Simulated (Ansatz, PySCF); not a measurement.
Breaking a bond: MgB (anion, charge -1), lowest triplet found (which spin is the ground state isn't settled by this scan). Each curve is given relative to its own lowest point between 1.89 and 2.67 Å, where full CI is lowest.

```tsv
R / Å	A	B	C	D
1.64	252.8	263.3	224.9	251.9
1.76	137.2	148.7	114.0	135.6
1.89	60.2	72.1	42.1	60.9
1.97	30.2	42.3	15.9	33.9
2.04	5.4	24.4	1.4	18.8
2.14	31.5	32.2	0.0	7.6
2.21	18.9	19.4	4.8	5.0
2.28	10.2	10.6	5.6	3.5
2.32	6.6	7.0	6.1	1.9
2.44	0.8	1.0	8.8	0.0
2.54	0.0	0.0	12.4	1.1
2.67	2.4	2.1	18.4	4.9
```

Energies in kJ/mol.

Assign the columns to these levels of theory: CCSD on ROHF/aug-cc-pVDZ, frozen core run with Ansatz (a first-principles code); CCSD(T) on ROHF/aug-cc-pVDZ, frozen core (Ansatz); UHF/aug-cc-pVDZ run with Ansatz; unrestricted MP2 (frozen core)/6-31G*, spherical d (PySCF).

A is ROCCSD(T); B is ROCCSD; C is UMP2/6-31G*; D is UHF.

The scan ran from 1.64 to 7.61 Å; beyond the distances shown full CI changes its symmetry label. The unrestricted determinant behind UHF, UMP2/6-31G* is spin-contaminated at 1.64 to 2.67 Å (<S²> up to 2.8, against 2.00 for a pure triplet). Where the anion isn't bound against loss of the electron, the finite basis alone holds it. The T1 diagnostic of CCSD on the restricted reference of ROCCSD, ROCCSD(T) exceeds 0.045 at 1.64 to 2.67 Å.
